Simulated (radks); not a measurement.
The numbers below are computed, except where a source is named.
Problem. These are the eigenvalues of the occupied orbitals of an atom or ion with whole-number occupations (eV). Code: a radial shooting solver on a logarithmic mesh with Libxc functionals. Model: scalar-relativistic Kohn-Sham, revPBE, spin-polarised, spherical densities, point nucleus.

| orbital | eigenvalue |
|---|---|
| 1s down | -6466.373 |
| 1s up | -6466.352 |
| 2s up | -781.3844 |
| 2s down | -779.4322 |
| 2p up | -667.1950 |
| 2p down | -665.7225 |
| 3s up | -123.5811 |
| 3s down | -118.8157 |
| 3p up | -91.9720 |
| 3p down | -87.2777 |
| 3d up | -42.7676 |

Which element is it, and in what charge state? The configuration may be excited. Open shells, if any, are filled with parallel spins first.

Solution. Z = 25, manganese, charge +3: Mn3+ in [Ar] 3d4. The list shows which subshells hold electrons but not how many an open one holds; the 1s level, -237.63 hartree, gives Z - s = 21.8 by -(Z - s)^2/2, which with screening and relativity narrows Z to a few neighbours, and the depths of the outer levels then fix element, charge and occupations together.
